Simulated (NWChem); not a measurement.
**Basis-set dependence for H2Cl2Si**

```
Si
H 1 1.4834
H 1 1.4834 2 112.45
Cl 1 2.0558 2 108.60 3 -120.20
Cl 1 2.0558 2 108.60 3 120.20
```
Charge 0, spin multiplicity 1.

Everything below was run with NWChem. The geometry was optimised at PBE0/def2-SVP, a minimum by its harmonic frequencies.

Hartree-Fock energies in Ha, correlation energies in mHa.

The correlated methods keep 15 core orbitals frozen. The structure started from a generated list of species. Coupled-cluster values serve here as a point of comparison, not as the truth.

| basis | functions | RHF | MP2 | SCS-MP2 | CCSD | CCSD+T(CCSD) | CCSD(T) | CR-CCSD[T] | CR-CCSD(T) |
|---|---|---|---|---|---|---|---|---|---|
| STO-3G | 29 | -1196.02839 | -46.1 | -52.4 | -64.0 | -65.1 | -65.0 | -65.1 | -65.0 |
| def2-SVP | 64 | -1208.81315 | -361.6 | -357.2 | -400.8 | -409.3 | -409.1 | -407.6 | -407.4 |
| def2-TZVP | 123 | -1209.23736 | -485.9 | -483.0 | not run | not run | not run | not run | not run |

From def2-SVP to def2-TZVP the Hartree-Fock energy moves by -424.2 mHa and the MP2 correlation energy by -124.3 mHa, which is 26 % of its value in the larger set.
